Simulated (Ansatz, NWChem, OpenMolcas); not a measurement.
**How methods differ on GaH2O2F (SMILES [OH][Ga]([OH])[F])**

GaH2O2F has 6 atoms, charge 0, and is taken as a singlet. As SMILES, `[OH][Ga]([OH])[F]`. Geometry: relaxed at PBE0-D4/def2-TZVP. This is one conformer, not always the lowest.

```xyz
6

O    -0.2972    1.3510   -0.5748
Ga   -0.0682   -0.3424   -0.1176
O     0.7944   -0.8423    1.3353
F    -0.7226   -1.5888   -1.1448
H    -0.7888    1.4590   -1.3928
H     1.1242   -0.1004    1.8485
```

Each level gives the vertical energy of the triplet above the singlet (eV). The values are calculated.

```tsv
level	kind	program	value (eV)	less CCSD(T)/6-31G*	CPU time (all runs)
SVWN5/6-31G* (spherical functions)	LDA	Ansatz	5.22	-1.26	21 s
PBE/6-31G* (spherical functions)	GGA	Ansatz	5.17	-1.31	42 s
r2SCAN/6-31G* (spherical functions)	meta-GGA	OpenMolcas	5.54	-0.94	2.4 min
B3LYP/6-31G* (Cartesian functions)	global hybrid	OpenMolcas	5.60	-0.88	81 s
CAM-B3LYP/6-31G* (spherical functions)	range-separated hybrid	Ansatz	6.03	-0.45	43 s
wB97X/6-31G* (spherical functions)	range-separated hybrid	Ansatz	6.45	-0.03	2.2 min
RPA@PBE/6-31G* (spherical functions)	RPA	Ansatz	5.14	-1.34	76 s
MP2/6-31G* (spherical functions)	perturbation theory	NWChem	6.82	+0.34	2 min
CCSD(T)/6-31G* (spherical functions), open shells restricted	coupled cluster or CI	OpenMolcas	6.48	0.00	2.9 min
```

Differences are taken from CCSD(T)/6-31G* (spherical functions), open shells restricted for orientation; it has basis-set and higher-order errors of its own. All-electron rows without a relativistic Hamiltonian named are non-relativistic. The values span 5.14 to 6.82 eV. A triplet this far above the singlet is often a Rydberg-like or dissociative state; sets without diffuse functions put Rydberg states too high. In the correlated wave-function rows the outer d shell of Ga is correlated, in sets not made for it. Times are those of the runs behind each value, whatever else they computed, on shared processors of several kinds: orders of magnitude only.
